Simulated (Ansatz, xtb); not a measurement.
Relative energy of two structures of GeH3SSi2+

Structure a is a singlet given by its coordinates and structure b is a singlet given by its coordinates. Both are isolated ions in the gas phase, relaxed with B3LYP-D3(BJ)/def2-SVP.

a (Å):

```yaml
atoms:
  - { symbol: Ge, position_ang: [-3.2949, -0.6004, -1.7828] }
  - { symbol: S, position_ang: [-2.5173, 1.4810, -1.0197] }
  - { symbol: Si, position_ang: [-1.3810, -0.5700, -0.2211] }
  - { symbol: Si, position_ang: [-0.2829, 1.2349, -1.1125] }
  - { symbol: H, position_ang: [-1.5495, -0.6354, 1.2597] }
  - { symbol: H, position_ang: [0.1707, 1.1261, -2.5145] }
  - { symbol: H, position_ang: [0.3629, 2.2701, -0.2762] }
```

Close contacts (Å): Ge1–S2 2.35, Ge1–Si3 2.47, S2–Si4 2.25, Si3–Si4 2.29, Si3–H5 1.49, Si4–H6 1.48, Si4–H7 1.48.

b (Å):

| atom | x (Å) | y (Å) | z (Å) |
| --- | --- | --- | --- |
| Ge | -0.0513 | 1.5349 | 0.7047 |
| S | -0.5890 | -0.6774 | 0.9740 |
| Si | -1.7854 | 1.5502 | -1.2700 |
| Si | -1.1351 | -0.6199 | -1.0666 |
| H | -1.7218 | 2.2766 | -2.5595 |
| H | -3.0042 | 1.7625 | -0.4453 |
| H | -0.3225 | -1.4895 | -1.9622 |

Close contacts (Å): Ge1–S2 2.29, Ge1–Si3 2.63, S2–Si4 2.11, Si3–Si4 2.27, Si3–H5 1.48, Si3–H6 1.49, Si4–H7 1.49.

Energies in hartree; the thermal terms are from B3LYP-D3(BJ)/def2-SVP harmonic frequencies (ideal gas, rigid rotor, one conformer each, 298.15 K, 1 atm) and include the zero-point energy:

```
                               a            b
E, CCSD(T)/def2-SVP  −3052.271745  −3052.270605
    E, MP2/def2-SVP  −3052.208212  −3052.206171
  E, MP2/def2-TZVPP  −3052.925991  −3052.922817
  zero-point energy      0.028210      0.027624
       H(298 K) − E      0.035618      0.035213
       G(298 K) − E     −0.003400     −0.004108
```

Correct the CCSD(T) difference for the basis set by the MP2 change, then work out ΔE, ΔE₀, ΔH and ΔG for a → b in kJ/mol (1 Eh = 2625.50 kJ/mol) and the equilibrium ratio [b]/[a].

1. Differences b − a: CCSD(T) +0.001140, MP2 in the small set +0.002041, MP2 in the large set +0.003174 Eh.
2. ΔE = +0.001140 + (+0.003174 − (+0.002041)) = +0.002273 Eh = +5.97 kJ/mol.
3. ΔE₀ = ΔE + ΔZPE = +0.002273 + (−0.000586) Eh = +4.43 kJ/mol.
4. ΔH = ΔE + (−0.000405) Eh = +4.90 kJ/mol.
5. ΔG = ΔE + (−0.000708) Eh = +4.11 kJ/mol, so ΔS = (ΔH − ΔG)/T = +2.7 J/(mol K).
6. kT = 0.9442 mEh, so K = [b]/[a] = exp(−ΔG/kT) = exp(−1.66) ≈ 0.19.

The two are too close for this level to say which is favoured. An error of 4 kJ/mol in ΔG would change K by a factor of 5. HF/STO-3G gave ΔE the other sign. Large T1 diagnostics make the coupled-cluster value less sure. Mirror images and further conformers aren't counted.

Other levels gave ΔE = +16.8 (GFN2-xTB); −33.2 (HF/STO-3G, GFN2-xTB geometries); +9.3 (r2SCAN-D4/def2-SVP, GFN2-xTB geometries); −1.6 (B3LYP-D3(BJ)/def2-SVP); +13.9 (HF/def2-SVP); +5.4 (MP2/def2-SVP); +3.0 (CCSD(T)/def2-SVP) kJ/mol. The correlated steps freeze 24 core orbitals; the filled d shell of Ge is correlated, in a basis made for valence electrons. Programs: Ansatz 0.2.0, xtb 6.7.1.
